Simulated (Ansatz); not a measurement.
Basis-set extrapolation for `NCB1C=N1` (PBE0-D4/def2-TZVP geometry, frozen core, the Gaussian-basis code of Ansatz). Multiplicity 1, RHF reference.

```tsv
	def2-TZVPP	def2-QZVPP
HF	-212.268682	-212.278394
MP2 correlation	-0.815036	-0.870140
CCSD(T) correlation	-0.882829	not run
```

Energies in hartree. Use E(X) = E(∞) + A·exp(−7.88·√X) for Hartree–Fock and E(X) = E(∞) + B·X^(−2.97) for correlation, with X = 3 and 4, and add CCSD(T) minus MP2 of the smaller set to the MP2 limit.

What is the CCSD(T) energy at the basis-set limit?

HF limit: -212.278394 + (-0.009712) × 0.13774 = -212.27973. MP2 limit: -0.870140 + (-0.055104) × 0.74074 = -0.91096. Higher-order term: -0.882829 − (-0.815036) = -0.06779. Total: -213.25848 hartree, 2.91 eV below CCSD(T)/def2-TZVPP.
